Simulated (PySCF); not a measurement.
Sb(Cl)(TeH)2 (ClH2SbTe2), SMILES [Cl][Sb]([TeH])[TeH].

Geometry: B3LYP-D3(BJ)/def2-SVP. A frequency run showed that this geometry is not a minimum. The def2 effective core potentials stand for the cores of Sb, Te; spin–orbit coupling is left out.

Two levels are set side by side: PBE/def2-TZVP (PySCF) and HF/def2-TZVP (PySCF). Same geometry, gas phase. Differences are taken from unrounded values.

| quantity | HF | PBE | PBE minus HF |
|---|---|---|---|
| orbital gap (eV) | 9.53 | 2.84 | -6.69 |
| highest occupied level (eV) | -8.93 | -5.66 | 3.28 |
| lowest empty level (eV) | 0.60 | -2.82 | -3.42 |
| dipole moment (D) | 2.50 | 2.16 | -0.33 |
| mean polarisability (bohr³) | 136.8 | 142.9 | 6.1 |

PBE's occupied levels lie high since its potential decays too fast outside the molecule; exact exchange lowers them and widens the gap. PBE's more diffuse valence density responds more strongly to a field. Differences between two approximate levels are no errors against the true value.

Rough cost on one machine, each run with all the roots and properties that it gave: HF against PBE about 1/4.
